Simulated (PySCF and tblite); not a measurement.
The numbers below are computed, except where a source is named.
Stationary points of C₅H₈OS at GFN2-xTB, in Å:

Structure A

```
 1 C     2.509    0.078   -0.501
 2 S     1.273    1.342   -0.101
 3 C    -0.228    0.472    0.101
 4 C    -1.357    1.395    0.438
 5 C    -0.343   -0.864   -0.033
 6 C    -1.577   -1.598    0.130
 7 O    -1.672   -2.799    0.007
 8 H     2.239   -0.422   -1.427
 9 H     2.592   -0.628    0.319
10 H     3.446    0.612   -0.628
11 H    -2.138    1.338   -0.318
12 H    -0.998    2.421    0.489
13 H    -1.792    1.131    1.401
14 H     0.509   -1.479   -0.279
15 H    -2.465   -0.989    0.381
```

Structure B

```
 1 C     2.246    0.486   -0.838
 2 S     1.585    0.662    0.851
 3 C    -0.111    0.158    0.508
 4 C    -0.992    1.268    0.068
 5 C    -0.422   -1.128    0.695
 6 C    -1.727   -1.741    0.472
 7 O    -1.953   -2.914    0.626
 8 H     1.758    1.190   -1.504
 9 H     2.099   -0.534   -1.177
10 H     3.305    0.711   -0.771
11 H    -0.553    1.774   -0.791
12 H    -1.060    2.002    0.872
13 H    -1.991    0.930   -0.192
14 H     0.343   -1.811    1.039
15 H    -2.527   -1.053    0.141
```

Structure C

```
 1 C     2.272    1.113   -0.620
 2 S     1.740   -0.395    0.247
 3 C    -0.017   -0.357    0.204
 4 C    -0.676    0.797   -0.465
 5 C    -0.639   -1.399    0.794
 6 C    -2.062   -1.614    0.902
 7 O    -2.568   -2.571    1.443
 8 H     1.908    1.996   -0.105
 9 H     1.935    1.095   -1.652
10 H     3.357    1.092   -0.590
11 H    -0.375    0.855   -1.511
12 H    -0.396    1.731    0.021
13 H    -1.757    0.702   -0.426
14 H    -0.031   -2.173    1.245
15 H    -2.706   -0.834    0.450
```

Level: PBE0/pcSseg-1 + D3(BJ) on GFN2-xTB stationary points, with GFN2-xTB thermal terms.

Which structure is a saddle point, and along which motion?

B: one imaginary mode (68i cm⁻¹ at GFN2-xTB, mostly on C1, C4, S2), along the rotation about the C3–S2 bond (torsion C4–C3–S2–C1 from -180° to 0°, rising).

Give their symmetry and energies above the lowest.

A Cs, 0.0 kcal/mol; B C1, 6.2 kcal/mol; C Cs, 2.7 kcal/mol.
